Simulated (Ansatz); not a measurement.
`[AlH2]/[N]=C\[SiH3]` → Al• + C• + 6 H• + N• + Si•  (atomization)

Computed with Ansatz on PBE0-D4/def2-TZVP structures; ΔE is electronic, products minus reactants. CCSD(T)/CBS adds triple-zeta CCSD(T) − MP2 to the extrapolated MP2 energy (def2 sets, frozen cores). This one scheme is used for every species, atoms too. DFT in def2-TZVPP. Open shells (•) are unrestricted, without spin–orbit coupling. Spin–orbit coupling would lower the free atoms: a little for Al, C, Si.

| species | LC-ωPBE energy (Eh) |
| --- | --- |
| `[AlH2]/[N]=C\[SiH3]` | -628.17361 |
| Al• | -242.26866 |
| C• | -37.82224 |
| H• | -0.50601 |
| N• | -54.56726 |
| Si• | -289.26970 |

**Question.** Work out ΔE.

**Answer.** ΔE = 6 × (-0.50601) + (-242.26866) + (-37.82224) + (-54.56726) + (-289.26970) − (-628.17361) = 1.20969 Eh = +32.92 eV. CCSD(T)/CBS gives +33.25 eV.

Largest T1 diagnostic among the species: 0.018.

From PBE to PBE0 (25 % exact exchange), in def2-TZVPP and without D4, ΔE moves by −0.52 eV: exact exchange takes away binding that semilocal exchange gives to molecules. At CCSD(T), def2-SVP lies −2.02 eV from the extrapolated value and def2-TZVPP −0.95 eV: correlation converges slowly with the basis, and small sets miss more of it in the bonded molecule than in its fragments.

For atomizations the MP2-based limit and the directly extrapolated one differ by several kJ/mol either way, and by 10 to 25 for some Ge, Se and Sn compounds, so smaller differences from it don't rank the levels.
